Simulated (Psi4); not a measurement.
A run for Psi4: SAPT0/aug-cc-pVDZ on CH5BrO (a complex), monomers drawn apart or pushed together.

```
memory 2025 MB

molecule dimer {
0 1
O     0.34622330    0.03161449   -0.11398864
H    -0.02326593    0.55664892    0.60845326
H    -0.32053056    0.05273740   -0.80785887
--
0 1
C    -0.30526325   -1.48346033    3.87337494
Br   -1.18984644    0.25209293    4.13538209
H     0.55909695   -1.50331079    4.52723158
H    -0.02285226   -1.53487259    2.82758042
H    -1.02257894   -2.25103997    4.14064537
units angstrom
symmetry c1
no_reorient
no_com
}

set {
  basis aug-cc-pVDZ
  scf_type df
  freeze_core true
}

energy('sapt0')
```

The log:

```
[...]
==> Input File <==

--------------------------------------------------------------------------
memory 2025 MB

molecule dimer {
0 1
O     0.34622330    0.03161449   -0.11398864
H    -0.02326593    0.55664892    0.60845326
H    -0.32053056    0.05273740   -0.80785887
--
0 1
C    -0.30526325   -1.48346033    3.87337494
Br   -1.18984644    0.25209293    4.13538209
H     0.55909695   -1.50331079    4.52723158
H    -0.02285226   -1.53487259    2.82758042
H    -1.02257894   -2.25103997    4.14064537
units angstrom
symmetry c1
no_reorient
no_com
}

set {
  basis aug-cc-pVDZ
  scf_type df
  freeze_core true
}

energy('sapt0')
--------------------------------------------------------------------------


   => Loading Basis Set <=

    Name: AUG-CC-PVDZ
    Role: ORBITAL
    Keyword: BASIS
    atoms 1        entry O          line   254 file aug-cc-pvdz.gbs
    atoms 2-3, 6-8 entry H          line    40 file aug-cc-pvdz.gbs
    atoms 4        entry C          line   182 file aug-cc-pvdz.gbs
    atoms 5        entry BR         line  3326 file aug-cc-pvdz.gbs

   => Loading Basis Set <=

    Name: AUG-CC-PVDZ
    Role: ORBITAL
    Keyword: BASIS
    atoms 1        entry O          line   254 file aug-cc-pvdz.gbs
    atoms 2-3, 6-8 entry H          line    40 file aug-cc-pvdz.gbs
    atoms 4        entry C          line   182 file aug-cc-pvdz.gbs
    atoms 5        entry BR         line  3326 file aug-cc-pvdz.gbs


  //>>>>>>>>>>>>>>>>>>>>>>>>>>>>>>>>>>>//
  //              Dimer HF             //
  //<<<<<<<<<<<<<<<<<<<<<<<<<<<<<<<<<<<//

   => Libint2 <=

    Primary   basis highest AM E, G, H:  7, 6, 3
    Auxiliary basis highest AM E, G, H:  7, 7, 4
    Onebody   basis highest AM E, G, H:  -, -, -
    Solid Harmonics ordering:            Gaussian


   => Loading Basis Set <=

    Name: AUG-CC-PVDZ
    Role: ORBITAL
    Keyword: BASIS
    atoms 1        entry O          line   254 file aug-cc-pvdz.gbs
    atoms 2-3, 6-8 entry H          line    40 file aug-cc-pvdz.gbs
    atoms 4        entry C          line   182 file aug-cc-pvdz.gbs
    atoms 5        entry BR         line  3326 file aug-cc-pvdz.gbs


         ---------------------------------------------------------
                                   SCF
               by Justin Turney, Rob Parrish, Andy Simmonett
                          and Daniel G. A. Smith
                              RHF Reference
                        1 Threads,   1931 MiB Core
         ---------------------------------------------------------

  ==> Geometry <==

    Molecular point group: c1
    Full point group: C1

    Geometry (in Angstrom), charge = 0, multiplicity = 1:

       Center              X                  Y                   Z               Mass
    ------------   -----------------  -----------------  -----------------  -----------------
         O            0.346223300000     0.031614490000    -0.113988640000    15.994914619570
         H           -0.023265930000     0.556648920000     0.608453260000     1.007825032230
         H           -0.320530560000     0.052737400000    -0.807858870000     1.007825032230
         C           -0.305263250000    -1.483460330000     3.873374940000    12.000000000000
         BR          -1.189846440000     0.252092930000     4.135382090000    78.918337600000
         H            0.559096950000    -1.503310790000     4.527231580000     1.007825032230
         H           -0.022852260000    -1.534872590000     2.827580420000     1.007825032230
         H           -1.022578940000    -2.251039970000     4.140645370000     1.007825032230

  Running in c1 symmetry.

  Rotational constants: A =      0.31732  B =      0.01001  C =      0.00974 [cm^-1]
  Rotational constants: A =   9512.99546  B =    299.96271  C =    291.90222 [MHz]
  Nuclear repulsion =  149.960243803468842

  Charge       = 0
  Multiplicity = 1
  Electrons    = 54
  Nalpha       = 27
  Nbeta        = 27

  ==> Algorithm <==

  SCF Algorithm Type is DF.
  DIIS enabled.
  MOM disabled.
  Fractional occupation disabled.
  Guess Type is SAD.
  Energy threshold   = 1.00e-08
  Density threshold  = 1.00e-08
  Integral threshold = 1.00e-12

  ==> Primary Basis <==

  Basis Set: AUG-CC-PVDZ
    Blend: AUG-CC-PVDZ
    Number of shells: 57
    Number of basis functions: 127
    Number of Cartesian functions: 134
    Spherical Harmonics?: true
    Max angular momentum: 2

   => Loading Basis Set <=

    Name: (AUG-CC-PVDZ AUX)
    Role: JKFIT
    Keyword: DF_BASIS_SCF
    atoms 1        entry O          line   270 file aug-cc-pvdz-jkfit.gbs
    atoms 2-3, 6-8 entry H          line    70 file aug-cc-pvdz-jkfit.gbs
    atoms 4        entry C          line   154 file aug-cc-pvdz-jkfit.gbs
    atoms 5        entry BR         line  1380 file aug-cc-pvdz-jkfit.gbs

  ==> Integral Setup <==

  DFHelper Memory: AOs need 0.066 GiB; user supplied 1.414 GiB.
  SCF_SUBTYPE=INCORE selected. In-core MEM_DF algorithm will be used.
  Using in-core AOs.

  ==> MemDFJK: Density-Fitted J/K Mat
[...]
RHF Final Energy: -2611.33118492676113

   => Energetics <=

    Nuclear Repulsion Energy =             88.3726605549011737
    One-Electron Energy =               -3810.4775100158640271
    Two-Electron Energy =                1110.7736645342015436
    Total Energy =                      -2611.3311849267611251

Computation Completed


Properties will be evaluated at   0.000000,   0.000000,   0.000000 [a0]

Properties computed using the SCF density matrix


 Multipole Moments:

 ------------------------------------------------------------------------------------
     Multipole            Electronic (a.u.)      Nuclear  (a.u.)        Total (a.u.)
 ------------------------------------------------------------------------------------

 L = 1.  Multiply by 2.5417464519 to convert [e a0] to [Debye]
 Dipole X            :         83.4839274          -83.0771588            0.4067687
 Dipole Y            :          9.3431034          -10.1416551           -0.7985518
 Dipole Z            :       -339.2752392          339.1568581           -0.1183810
 Magnitude           :                                                    0.9039689

 ------------------------------------------------------------------------------------

  Constructing Basis Sets for SAPT...

   => Loading Basis Set <=

    Name: (AUG-CC-PVDZ AUX)
    Role: RIFIT
    Keyword: DF_BASIS_SAPT
    atoms 1        entry O          line   204 file aug-cc-pvdz-ri.gbs
    atoms 2-3, 6-8 entry H          line    30 file aug-cc-pvdz-ri.gbs
    atoms 4        entry C          line   112 file aug-cc-pvdz-ri.gbs
    atoms 5        entry BR         line   970 file aug-cc-pvdz-ri.gbs

   => Loading Basis Set <=

    Name: (AUG-CC-PVDZ AUX)
    Role: JKFIT
    Keyword: DF_BASIS_ELST
    atoms 1        entry O          line   270 file aug-cc-pvdz-jkfit.gbs
    atoms 2-3, 6-8 entry H          line    70 file aug-cc-pvdz-jkfit.gbs
    atoms 4        entry C          line   154 file aug-cc-pvdz-jkfit.gbs
    atoms 5        entry BR         line  1380 file aug-cc-pvdz-jkfit.gbs


  //>>>>>>>>>>>>>>>>>>>>>>>>>>>>>>>>>>>//
  //               SAPT0               //
  //<<<<<<<<<<<<<<<<<<<<<<<<<<<<<<<<<<<//



        SAPT0
    Ed Hohenstein
     6 June 2009

      Orbital Information
  --------------------------
    NSO        =       127
    NMO        =       127
    NRI        =       389
    NRI (Elst) =       526
    NOCC A     =         5
    NOCC B     =        22
    FOCC A     =         1
    FOCC B     =        10
    NVIR A     =       122
    NVIR B     =       105

    Elst10,r            =    -0.002158012109 [Eh]
    Exch10              =     0.000239826984 [Eh]
    Exch10 (S^2)        =     0.000239797839 [Eh]

    Maxiter = 50
    CPHF R converge = 1.000000E-08

    Iter     Energy [mEh]          dE [mEh]         Residual      Time [s]
       1      -0.04144787       0.041447872     1.307944e-03             0
       2      -0.04806445       0.006616574     6.968300e-04             0
       3      -0.05120194       0.003137499     1.570763e-04             0
       4      -0.05098862      -0.000213326     4.159519e-05             0
       5      -0.05090195      -0.000086669     6.908089e-06             0
       6      -0.05092559       0.000023637     1.338248e-06             0
       7      -0.05092242      -0.000003172     2.566421e-07             0
       8      -0.05092265       0.000000239     7.623814e-08             0
       9      -0.05092267       0.000000017     1.605300e-08             0
      10      -0.05092266      -0.000000016     3.331796e-09             0

    CHF Iterations converged

    Maxiter = 50
    CPHF R converge = 1.000000E-08

    Iter     Energy [mEh]          dE [mEh]         Residual      Time [s]
       1      -0.11910429       0.119104295     2.187313e-03             0
       2      -0.14270392       0.023599630     9.526171e-04             0
       3      -0.15214194       0.009438015     2.431252e-04             0
       4      -0.15206225      -0.000079691     7.953344e-05             0
       5      -0.15154497      -0.000517283     1.796919e-05             0
       6      -0.15160233       0.000057368     5.217784e-06             0
       7      -0.15160856       0.000006222     1.296580e-06             0
       8      -0.15160599      -0.000002567     3.172504e-07             0
       9      -0.15160549      -0.000000501     8.889203e-08             0
      10      -0.15160580       0.000000308     2.236641e-08             0
      11      -0.15160576      -0.000000039     6.892299e-09             0

    CHF Iterations converged

    Ind20,r (A<-B)      =    -0.000050922655 [Eh]
    Ind20,r (B<-A)      =    -0.000151605756 [Eh]
    Ind20,r             =    -0.000202528411 [Eh]
    Exch-Ind20,r (A<-B) =     0.000017311543 [Eh]
    Exch-Ind20,r (B<-A) =     0.000027342184 [Eh]
    Exch-Ind20,r        =     0.000044653727 [Eh]
    Disp20              =    -0.000719567337 [Eh]
    Disp20 (SS)         =    -0.000359783668 [Eh]
    Disp20 (OS)         =    -0.000359783668 [Eh]
    Exch-Disp20         =     0.000023889127 [Eh]
    Exch-Disp20 (SS)    =     0.000016447269 [Eh]
    Exch-Disp20 (OS)    =     0.000007441858 [Eh]

    SAPT Results
  --------------------------------------------------------------------------------------------------------
    Electrostatics                 -2.15801211 [mEh]      -1.35417304 [kcal/mol]      -5.66586001 [kJ/mol]
      Elst10,r                     -2.15801211 [mEh]      -1.35417304 [kcal/mol]      -5.66586001 [kJ/mol]

    Exchange                        0.23982698 [mEh]       0.15049370 [kcal/mol]       0.62966566 [kJ/mol]
      Exch10                        0.23982698 [mEh]       0.15049370 [kcal/mol]       0.62966566 [kJ/mol]
      Exch10(S^2)                   0.23979784 [mEh]       0.15047542 [kcal/mol]       0.62958914 [kJ/mol]

    Induction                      -0.18373666 [mEh]      -0.11529649 [kcal/mol]      -0.48240053 [kJ/mol]
      Ind20,r                      -0.20252841 [mEh]      -0.12708850 [kcal/mol]      -0.53173827 [kJ/mol]
      Exch-Ind20,r                  0.04465373 [mEh]       0.02802064 [kcal/mol]       0.11723835 [kJ/mol]
      delta HF,r (2)               -0.02586198 [mEh]      -0.01622863 [kcal/mol]      -0.06790061 [kJ/mol]

    Dispersion                     -0.69567821 [mEh]      -0.43654467 [kcal/mol]      -1.82650289 [kJ/mol]
      Disp20                       -0.71956734 [mEh]      -0.45153532 [kcal/mol]      -1.88922378 [kJ/mol]
      Exch-Disp20                   0.02388913 [mEh]       0.01499065 [kcal/mol]       0.06272089 [kJ/mol]
      Disp20 (SS)                  -0.35978367 [mEh]      -0.22576766 [kcal/mol]      -0.94461189 [kJ/mol]
      Disp20 (OS)                  -0.35978367 [mEh]      -0.22576766 [kcal/mol]      -0.94461189 [kJ/mol]
      Exch-Disp20 (SS)              0.01644727 [mEh]       0.01032082 [kcal/mol]       0.04318230 [kJ/mol]
      Exch-Disp20 (OS)              0.00744186 [mEh]       0.00466984 [kcal/mol]       0.01953859 [kJ/mol]

  Total HF                         -2.10192179 [mEh]      -1.31897583 [kcal/mol]      -5.51859489 [kJ/mol]
  Total SAPT0                      -2.79760000 [mEh]      -1.75552050 [kcal/mol]      -7.34509778 [kJ/mol]

  Special recipe for scaled SAPT0 (see Manual):
    Electrostatics sSAPT0          -2.15801211 [mEh]      -1.35417304 [kcal/mol]      -5.66586001 [kJ/mol]
    Exchange sSAPT0                 0.23982698 [mEh]       0.15049370 [kcal/mol]       0.62966566 [kJ/mol]
    Induction sSAPT0               -0.18372038 [mEh]      -0.11528628 [kcal/mol]      -0.48235778 [kJ/mol]
    Dispersion sSAPT0              -0.69566950 [mEh]      -0.43653920 [kcal/mol]      -1.82648002 [kJ/mol]
  Total sSAPT0                     -2.79757500 [mEh]      -1.75550482 [kcal/mol]      -7.34503215 [kJ/mol]
  --------------------------------------------------------------------------------------------------------



*** Psi4 exiting successfully. Buy a developer a beer!
```

The run finished.

Cost: about 20 core-seconds (a rough figure).
